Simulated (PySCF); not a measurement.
Question: Give a PBE0-D3(BJ)/def2-SVP geometry of `CC(C)(C)N1[SiH2]CC[SiH2]1`.

Answer: 
```xyz
26
C6H17NSi2 angstrom
C     -2.020   -0.450   -1.228
C     -1.411    0.253   -0.015
C     -2.022   -0.345    1.254
C     -1.723    1.752   -0.089
N      0.053    0.054    0.002
Si     1.040   -0.188   -1.429
C      2.744   -0.353   -0.629
C      2.740    0.479    0.666
Si     1.029    0.298    1.444
H     -3.112   -0.313   -1.244
H     -1.807   -1.530   -1.207
H     -1.627   -0.039   -2.173
H     -3.115   -0.217    1.259
H     -1.795   -1.419    1.324
H     -1.631    0.148    2.160
H     -1.302    2.282    0.778
H     -2.809    1.934   -0.106
H     -1.286    2.190   -1.000
H      0.679   -1.414   -2.208
H      0.962    0.967   -2.388
H      2.892   -1.422   -0.398
H      3.561   -0.067   -1.312
H      2.879    1.549    0.434
H      3.557    0.198    1.351
H      0.619    1.517    2.213
H      0.962   -0.855    2.402
```

Orientation and origin are arbitrary. Atoms count from 1 in this order. The 5-membered ring N5–Si6–C7–C8–Si9 has internal angles of 100.0° to 112.1° (sum 528°, against 540° for a flat polygon); it is puckered, 0.17 Å rms from its mean plane, widest ring torsion 37°. Of the pairs four or more bonds apart, Si9···H15 is among the closest relative to their van der Waals radii: 2.76 Å, 84 % of the sum of Bondi's values. N5 (nitrogen bridging silicon atoms) is almost planar (angles 124.5°, 122.8° and 112.1°, sum 359.3°, 0.08 Å off the plane of its three neighbours). Si6 (SiH2 silicon) is distorted tetrahedral (angles from 100.0° to 113.7°).

Bonds between heavy atoms (Å): C1–C2 1.529, C2–C3 1.530, C2–C4 1.532, C2–N5 1.477, N5–Si6 1.755, Si6–C7 1.890, C7–C8 1.539, C8–Si9 1.888, N5–Si9 1.758.

Method: PBE0-D3(BJ)/def2-SVP geometry optimisation, gas phase (PySCF 2.14.0).

Point group: C1 (no symmetry element, even within 0.4 Å). Stationary, but not proved a minimum. The numbers are those of one conformer (C2–N5–Si6–C7 180°, N5–Si6–C7–C8 -30°, Si6–C7–C8–Si9 37°, C7–C8–Si9–N5 -30°).
